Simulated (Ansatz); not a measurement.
Cost and result for the atomization energy of C₂H₅GaO (`[CH2]1O[CH2][GaH]1`) (9 atoms, 9 bonds).

Cartesian coordinates in Å:
```
C 0.236 0.974 -0.690
O -0.858 0.062 -0.826
C -0.752 -0.937 0.194
Ga 0.914 -0.067 0.876
H -0.126 1.994 -0.508
H 0.847 0.990 -1.600
H -0.666 -1.937 -0.247
H -1.636 -0.929 0.842
H 2.041 -0.150 1.958
```

Total charge 0; spin multiplicity 1. Correlated methods include outer-core shells of Ga, which these sets cover unevenly. Scalar relativity is left out up to krypton. Geometry: relaxed with PBE0-D4/def2-TZVP. Program: Ansatz. All runs use 2 threads of an Intel Xeon 6975P-C on a shared host. Times are those of one run each, without the atoms' runs, and a repeat can differ threefold. Electronic energies, without spin–orbit coupling; frozen cores. CCSD(T)/CBS adds CCSD(T) − MP2 in def2-TZVPP to the MP2 limit, and its time is that of the two runs behind it. T1 = 0.013. With those shells the extrapolation isn't a true limit. HSE06 is the plane-wave form, built on full-range PBE exchange.

CCSD(T)/CBS is a level of theory with its own doubt, some kJ/mol a heavy atom from the limit and from the frozen cores, so smaller differences don't rank the functionals.

```json
{"level": "revPBE-D4/def2-TZVPP", "functions": "211", "wall time": "1.6 s"}
{"level": "PBE-D4/def2-TZVPP (with forces)", "functions": "211", "wall time": "2.1 s"}
{"level": "HSE06-D4/def2-TZVPP", "functions": "211", "wall time": "2.5 s"}
{"level": "BHLYP-D4/def2-TZVPP", "functions": "211", "wall time": "2.9 s"}
{"level": "r2SCAN-D4/def2-TZVPP (with forces)", "functions": "211", "wall time": "3.2 s"}
{"level": "B2PLYP/def2-TZVPP", "functions": "211", "wall time": "3.8 s"}
{"level": "CCSD(T)/def2-SVP", "functions": "99", "wall time": "4 s"}
{"level": "PBE-QIDH/def2-TZVPP", "functions": "211", "wall time": "4.1 s"}
{"level": "B97M-V/def2-TZVPP", "functions": "211", "wall time": "6.5 s"}
{"level": "ωB97M-V/def2-TZVPP (with forces)", "functions": "211", "wall time": "7.5 s"}
{"level": "MP2/def2-QZVPP", "functions": "410", "wall time": "18 s"}
{"level": "CCSD(T)/def2-TZVPP", "functions": "211", "wall time": "40 s"}
{"level": "CCSD(T)/CBS(def2)", "functions": "–", "wall time": "58 s"}
```

Q: What atomization energy does each give, and how far from CCSD(T)/CBS? (Estimate.)

A: Computed: 
| level | atomization (kJ/mol) | difference from CCSD(T)/CBS | per bond |
| --- | --- | --- | --- |
| revPBE-D4/def2-TZVPP | 3064.7 | -14.9 | -1.7 |
| PBE-D4/def2-TZVPP (with forces) | 3152.4 | 72.8 | 8.1 |
| HSE06-D4/def2-TZVPP | 3087.7 | 8.1 | 0.9 |
| BHLYP-D4/def2-TZVPP | 2952.0 | -127.6 | -14.2 |
| r2SCAN-D4/def2-TZVPP (with forces) | 3090.2 | 10.6 | 1.2 |
| B2PLYP/def2-TZVPP | 3034.2 | -45.4 | -5.0 |
| CCSD(T)/def2-SVP | 2905.6 | -174.0 | -19.3 |
| PBE-QIDH/def2-TZVPP | 3064.4 | -15.2 | -1.7 |
| B97M-V/def2-TZVPP | 3079.2 | -0.4 | 0.0 |
| ωB97M-V/def2-TZVPP (with forces) | 3076.9 | -2.7 | -0.3 |
| MP2/def2-QZVPP | 3106.8 | 27.2 | 3.0 |
| CCSD(T)/def2-TZVPP | 3006.4 | -73.2 | -8.1 |
| CCSD(T)/CBS(def2) | 3079.6 | 0.0 | 0.0 |

In def2-TZVPP, CCSD(T) changes the Hartree–Fock value by +871.0 kJ/mol (the triples alone add +53.9 kJ/mol) and MP2 by +928.4 kJ/mol; breaking electron pairs costs correlation energy, which Hartree–Fock lacks. From PBE to PBE0 (25 % exact exchange), in def2-TZVPP and without D4, the atomization energy moves by −64.7 kJ/mol: exact exchange takes away binding that semilocal exchange gives to molecules. Leaving LDA and LC-ωPBE aside and taking each functional with its dispersion term where it has one, the values spread over 200.4 kJ/mol, from BHLYP-D4 to PBE-D4. LDA lies +454.0 kJ/mol from PBE without D4, its usual overbinding.
